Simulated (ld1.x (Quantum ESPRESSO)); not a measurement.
## u(r) = r·R(r): atom against pseudo-atom (germanium (Ge))

Columns: radius, all-electron u(r) and pseudo u(r) of the 4p shell (level -4.05 eV) of germanium in the configuration [Ar] 3d10 4s2 4p2; LDA (PZ), scalar-relativistic, TM semilocal scheme, ld1.x (Quantum ESPRESSO) 7.5.

| r (bohr) | all-electron | pseudo |
| --- | --- | --- |
| 0.110 | 0.1509 | 0.0034 |
| 0.220 | 0.0091 | 0.0136 |
| 0.330 | -0.1710 | 0.0304 |
| 0.440 | -0.2482 | 0.0539 |
| 0.550 | -0.2295 | 0.0838 |
| 0.660 | -0.1532 | 0.1199 |
| 0.770 | -0.0508 | 0.1618 |
| 0.880 | 0.0580 | 0.2088 |
| 0.990 | 0.1625 | 0.2598 |
| 1.100 | 0.2572 | 0.3134 |
| 1.210 | 0.3398 | 0.3678 |
| 1.320 | 0.4099 | 0.4207 |
| 1.430 | 0.4679 | 0.4699 |
| 1.540 | 0.5146 | 0.5134 |
| 1.650 | 0.5511 | 0.5496 |
| 1.760 | 0.5787 | 0.5778 |
| 1.870 | 0.5985 | 0.5981 |
| 1.980 | 0.6114 | 0.6113 |
| 2.090 | 0.6185 | 0.6185 |
| 2.200 | 0.6206 | 0.6206 |
| 2.310 | 0.6186 | 0.6186 |
| 2.420 | 0.6130 | 0.6130 |
| 2.530 | 0.6045 | 0.6045 |
| 2.640 | 0.5937 | 0.5937 |
| 2.750 | 0.5810 | 0.5810 |
| 2.860 | 0.5667 | 0.5667 |

(1) How many radial nodes do the two functions have?

(2) At about which radius was the pseudo-wave matched?

(3) Is the pseudo-wave norm-conserving?

Results:

(1) The all-electron 4p function has n − l − 1 = 2; the pseudo-wave has 0, since the states of the same l below it are removed with the core.

(2) 2.20 bohr. The columns agree to 0.0005 from 1.87 bohr on; several derivatives are matched, so the curves merge somewhat inside the radius.

(3) Yes: the TM semilocal scheme keeps the norm inside the radius equal to the all-electron one, which fixes the energy derivative of the logarithmic derivative at the level.
